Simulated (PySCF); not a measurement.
C3H11NSi2.
InChI=1S/C3H11NSi2/c1-4-6-3-2-5/h2-4H,6H2,1,5H3/b3-2+

Torsions of this conformer, `[CH3:1][NH:2][SiH2:3]/[CH:4]=[CH:5]/[SiH3:6]`: C1–N2–Si3–C4 160°, N2–Si3–C4–C5 124°.

The closed-shell ground state was solved at several levels (PySCF, density fitting, gas phase, non-relativistic). One conformer (not necessarily the lowest) at the PBE0-D3(BJ)/def2-SVP geometry, without solvent, vibrations or thermal averaging.

```tsv
level	basis functions	HOMO (eV)	LUMO (eV)	gap (eV)	dipole (D)
CAM-B3LYP/def2-SVPD	216	-8.14	0.19	8.33	1.16
KT2/pcSseg-1	171	-5.43	-1.90	3.53	1.25
```

(1) What might PBE0/pcSseg-1 (171 basis functions) give for the same quantities?

(2) Over all these levels, which gives the widest orbital gap and which the narrowest?

(3) How far do the dipole and the HOMO energy spread over the levels?

## Answers

(1) HOMO -6.70 eV, LUMO -0.94 eV, gap 5.76 eV, dipole 1.29 D.

(2) CAM-B3LYP/def2-SVPD (range-separated hybrid) has the widest, 8.33 eV, and KT2/pcSseg-1 (GGA) the narrowest, 3.53 eV. Functional and basis both differ between the two, so the spread mixes both effects.

(3) The dipole runs from 1.16 to 1.29 D (mean 1.23 D) and the HOMO from -8.14 to -5.43 eV.
